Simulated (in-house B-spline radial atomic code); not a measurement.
The numbers below are computed, except where a source is named.
Cr in an electron gas of r_s = 4: phase shifts, screening and friction

A nucleus sits in a uniform electron gas with a rigid positive background. The Kohn-Sham equations are solved self-consistently in the spin-unpolarised LDA (PW92), non-relativistic, on B-splines with outgoing waves at the boundary and partial waves to l = 8. The model has no lattice, no bands and no magnetic solution. Atomic units; δ_l are the phase shifts at the Fermi level, counted so that each bound state adds π, and good to about 0.0005. A narrow, partly filled d or f resonance in a thin gas would split by spin, so such rows rest on a solution that is probably unstable.

The density parameter is r_s = 4 bohr.

```csv
l,δ_l (rad)
0,9.9798
1,6.3894
2,1.7415
3,-0.0232
4,-0.0001
5,-0.0001
6,-0.0003
7,-0.0003
8,-0.0003
```

Bound levels below the band bottom (hartree): s -213.6, s -23.88, p -20.29, s -2.41, p -1.415.

Check the Friedel sum rule, and say where the screening charge sits.

k_F = (9π/4)^(1/3)/r_s = 0.47979. The rule is Z = (2/π) Σ (2l + 1) δ_l. The terms are s 6.353, p 12.203, d 5.543, f -0.103 and -0.010 beyond, in all 23.986 against Z = 24. Bound states hold 6 s, 12 p, 0 d electrons, so the scattering states carry 5.99 in all.

Find the transport cross section and the electronic stopping of a 10 keV Cr ion (mass 52.0 u).

σ_tr = (4π/k_F²) Σ (l + 1) sin²(δ_l − δ_(l+1)). The terms for l = 0 to 3 are 0.1883, 1.9917, 2.8886, 0.0021, all together 5.0707, so σ_tr = 54.589 × 5.0707 = 276.806 bohr². With n = 3/(4π r_s³) = 0.00373, the friction coefficient is Q = n k_F σ_tr = 0.4954. For v well below v_F = 0.480, dE/dx = Q v; with 24801 eV per u at v = 1, v = √(10000/(24801 × 52.0)) = 0.0881, so dE/dx = 0.04362 hartree/bohr = 22.4 eV/nm. The largest term couples the d and f waves.
